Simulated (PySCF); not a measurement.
C3HBrClF, SMILES ClC=C=C(F)Br.

Geometry: PBE-D3(BJ)/def2-SVP. This is a generated structure with no PubChem entry under its InChIKey; it may be hypothetical.

Computed with PBE-D3(BJ)/def2-SVP (PySCF 2.14.0).

Frequencies are harmonic and unscaled.

Task: List the normal modes with their intensities. (The exact figures need the calculation; the answer reports its results.)

Result: 
```tsv
mode	ν (cm⁻¹)	IR (km/mol)	moving atoms (share of kinetic energy)
1	70	0.1	Cl 40 %, Br 31 %, C 21 %, F 8 %
2	104	0.0	C 42 %, F 31 %, Cl 25 %
3	215	1.6	C 59 %, H 18 %, Cl 9 %, Br 8 %
4	309	0.9	F 57 %, C 23 %, Br 9 %, Cl 8 %
5	378	0.2	C 42 %, Br 21 %, F 21 %, Cl 14 %
6	436	9.5	C 80 %
7	510	6.4	C 85 %
8	636	68.8	C 70 %, F 25 %
9	745	180.5	C 74 %, Cl 19 %
10	785	14.7	H 70 %, C 30 %
11	1036	196.5	C 69 %, F 23 %
12	1178	58.3	H 80 %, C 15 %
13	1372	49.7	C 86 %
14	2017	391.6	C 99 %
15	3102	1.0	H 91 %, C 9 %
```
